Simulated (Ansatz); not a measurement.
C$_{4}$H$_{9}$BrSi (`C=C[SiH](Br)CC`). Charge 0, multiplicity 1. Geometry: relaxed with PBE0-D4/def2-TZVP. It is one conformer, not always the lowest.

```xyz
15

C     0.112   -2.017    0.866
C     1.158   -1.415    0.307
Si    1.019    0.103   -0.749
Br    1.559   -0.467   -2.845
C    -0.691    0.851   -0.742
C    -1.057    1.513    0.586
H     0.216   -2.910    1.475
H    -0.902   -1.648    0.737
H     2.147   -1.839    0.470
H     2.033    1.107   -0.334
H    -1.415    0.074   -1.010
H    -0.724    1.582   -1.556
H    -2.054    1.958    0.544
H    -0.353    2.309    0.841
H    -1.050    0.798    1.412
```

(1) What is the dipole moment at r2SCAN/def2-TZVPP? (Estimate.)

(2) And with PBE, B3LYP, ωB97M-V? (Best estimate.)

(3) Give the Mulliken charges with r2SCAN, B3LYP, PBE in def2-TZVPP. (Best estimate.)

## Answers

(1) The calculation gave: 2.38 D, with components (-1.32, 0.09, 1.98) D in this frame, pointing from negative to positive charge.

(2) Computed: PBE 2.28 D, B3LYP 2.36 D, ωB97M-V 2.40 D.

(3) The calculation gave: 
| atom | r2SCAN | B3LYP | PBE |
| --- | --- | --- | --- |
| C1 | -0.14 | -0.20 | -0.18 |
| C2 | -0.19 | -0.19 | -0.15 |
| Si3 | 0.47 | 0.47 | 0.37 |
| Br4 | -0.25 | -0.26 | -0.23 |
| C5 | -0.16 | -0.21 | -0.20 |
| C6 | -0.14 | -0.26 | -0.26 |
| H7 | 0.08 | 0.11 | 0.10 |
| H8 | 0.07 | 0.10 | 0.09 |
| H9 | 0.08 | 0.09 | 0.09 |
| H10 | -0.08 | -0.08 | -0.07 |
| H11 | 0.06 | 0.08 | 0.08 |
| H12 | 0.06 | 0.09 | 0.09 |
| H13 | 0.05 | 0.09 | 0.09 |
| H14 | 0.05 | 0.09 | 0.09 |
| H15 | 0.05 | 0.09 | 0.09 |

B3LYP here is the variant with VWN-RPA as its local correlation; programs differ in this.
